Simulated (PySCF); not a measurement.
## Worked example: entropy of an ideal gas

Cl₃Si, SMILES Cl[Si](Cl)Cl (connectivity only; charge and spin as stated), charge +1, multiplicity 1.

The structure is a stationary point at PBE-D3(BJ)/def2-SVP. The multiplicity is an assumed one; other spin states were not compared. The isomer is the one that the SMILES or the coordinates give; other isomers of the formula were not compared.

PBE-D3(BJ)/def2-SVP (PySCF 2.14.0) gives the harmonic wavenumbers 173, 174, 222, 438, 731, 731 cm⁻¹ and the rotational temperatures 0.1163, 0.1163, 0.0581 K. The molar mass is 134.44 g/mol, the symmetry number 6, the spin multiplicity 1.

**Question.** Work out the entropy at 298.15 K and 1 atm in the rigid-rotor, harmonic-oscillator model.

**Answer.** 
Translation (Sackur–Tetrode at 1 atm): S = R[1.5 ln M + 2.5 ln T − 1.16487] = 169.9 J/(mol K).
Rotation: q = (√π/σ) T^1.5/√(θA θB θC) = 54300, S = R[ln q + 3/2] = 103.1 J/(mol K).
Vibration: with u = 1.4388 ν/T, each mode gives R[u/(e^u − 1) − ln(1 − e^−u)]:
```tsv
ν (cm⁻¹)	modes	u	S (J/(mol K))
173	1	0.83	10.05
174	1	0.84	10.01
222	1	1.07	8.13
438	1	2.11	3.48
731	2	3.53	2.27
```
These are all the modes. Sum 33.9 J/(mol K).
Spin: R ln 1 = 0.0 J/(mol K).
Total 306.9 J/(mol K); the program's own thermochemistry gives 306.9. Translation makes up 55 % and vibration 11 %. Anharmonicity, hindered rotation and orbital degeneracy are left out.
